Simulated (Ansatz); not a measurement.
**Which isomer of C4H2B− gives these data?**

These gas-phase data were calculated for one isomer of C4H2B− at PBE0-D3(BJ)/def2-SVPD (harmonic, unscaled wavenumbers; equilibrium rotational constants with average atomic masses):

```
rotational constants            : 232.9, 2.247, 2.226 GHz
all wavenumbers above 1500 cm⁻¹ : 2547, 2497, 2201, 2026
```

Candidates:

(1) `BC#CC#[C-]`, a singlet
(2) `[C-]#CBC#C`, a singlet
(3) `[C-]#CC1=CB1`, a singlet
(4) `[C-]#CB1C=C1`, a singlet

Task: Which structure fits?

Result: Candidate (1). No mode falls between 3300 and 3560 cm⁻¹, where the ≡C–H stretch of (2) would stand. The band at 2547 cm⁻¹ lies where the B–H stretch is expected; (4) has no mode between 2350 and 2900 cm⁻¹. No mode falls between 2750 and 3290 cm⁻¹, where the C–H stretch of (3) would stand.

The same quantities for all candidates:

|  | rotational constants (GHz) | wavenumbers above 1500 cm⁻¹ | E above the lowest, PBE0-D3(BJ)/def2-SVPD (kcal/mol) |
| --- | --- | --- | --- |
| (1) | 232.9, 2.247, 2.226 | 2547, 2497, 2201, 2026 | 2.8 |
| (2) | 28.87, 2.565, 2.356 | 3470, 2479, 2139, 2044 | 6.5 |
| (3) | 28.29, 3.514, 3.126 | 3192, 2658, 2087, 1602 | 2.8 |
| (4) | 33.08, 3.051, 2.794 | 3161, 3130, 2079, 1594 | 0.0 |

Programs: Ansatz 0.2.0.
